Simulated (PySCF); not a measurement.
**Arsenic: highly charged ions in a basis for the neutral atom**

As⁸⁺ [Ar] 3d7, As⁹⁺ [Ar] 3d6. Calculation: PySCF 2.14, in x2c-SVPall (5s4p3d, 32 functions); the spin-free X2C one-electron Hamiltonian (Gaussian nucleus). No spin-orbit coupling, so a gap to NIST mixes the basis error with missing relativistic terms.

Changed run: basis of the neutral atom used for a highly charged ion. This setting is unsound on purpose.

```tsv
species	method	sound run (hartree)	changed run (hartree)	converged
As⁸⁺	UHF	not run	-2236.04343	yes
As⁸⁺	MN15	not run	-2238.60862	yes
As⁸⁺	M06-L	not run	-2237.29746	yes
As⁹⁺	UHF	not run	-2228.02756	yes
As⁹⁺	MN15	not run	-2230.57125	yes
As⁹⁺	M06-L	not run	-2229.21821	yes
```

Ionisation energy of As⁸⁺:

```tsv
method	changed run (eV)	NIST (eV)
UHF	218.12	213 ± 2.2
MN15	218.71	213 ± 2.2
M06-L	219.85	213 ± 2.2
```

The contracted functions were made for the neutral atom and can be too rigid for a highly charged ion.
